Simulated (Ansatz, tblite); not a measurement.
Cost and result up the ladder for Mg2Zn2 (4 atoms). Total charge 0; singlet. Geometry: PBE/def2-SVP.

```tsv
atom	x (Å)	y (Å)	z (Å)
Mg1	-1.265	1.300	0.169
Mg2	1.718	0.538	0.281
Zn3	-0.345	-1.199	1.035
Zn4	-0.107	-0.639	-1.486
```

Ansatz on 2 threads of Arm Neoverse V1 on a shared host; xTB runs through tblite on one thread. Times are rough, summed over both states, and most runs start from the orbitals of an earlier one. ωB97M-V/def2-TZVP serves as the yardstick here, not as an exact answer. The other state is a triplet at its own geometry, which has other bonds, so the gap mixes isomer and spin.

The xTB rows come from tblite. HSE06 is defined as in plane-wave codes, on full-range PBE exchange. Correlated methods freeze 20 core orbitals; core or outer-core shells of Mg are correlated, in sets that lack core-valence functions. The structure comes from a short search, and lower isomers may exist.

Run but left out: HF/STO-3G (singlet: restricted singlet, unstable in another Hartree–Fock run and untested here); HF/def2-TZVP (singlet: restricted singlet, unstable towards broken spin symmetry).

Correlated methods converge slowly with the basis.

xTB has no spin-polarisation term.

```tsv
level	functions	wall time
GFN1-xTB	16	0.007 s
GFN2-xTB	26	0.011 s
PBE/def2-TZVP	160	11 s
RPA@PBE/def2-TZVP	160	21 s
HSE06/def2-TZVP	160	21 s
PBE0/def2-TZVP (with forces)	160	24 s
r2SCAN/def2-TZVP	160	31 s
r2SCAN0/def2-TZVP	160	42 s
B97M-V/def2-TZVP	160	43 s
ωB97M-V/def2-TZVP	160	65 s
```

(1) Estimate what each level gives for the triplet − singlet (eV).

Results:

(1) 
```tsv
level	triplet − singlet (eV)	difference from ωB97M-V/def2-TZVP (eV)
GFN1-xTB	3.09	1.43
GFN2-xTB	4.44	2.78
PBE/def2-TZVP	1.37	-0.29
RPA@PBE/def2-TZVP	1.40	-0.26
HSE06/def2-TZVP	1.33	-0.33
PBE0/def2-TZVP (with forces)	1.33	-0.33
r2SCAN/def2-TZVP	1.15	-0.51
r2SCAN0/def2-TZVP	1.17	-0.50
B97M-V/def2-TZVP	1.37	-0.29
ωB97M-V/def2-TZVP	1.66	0.00
```
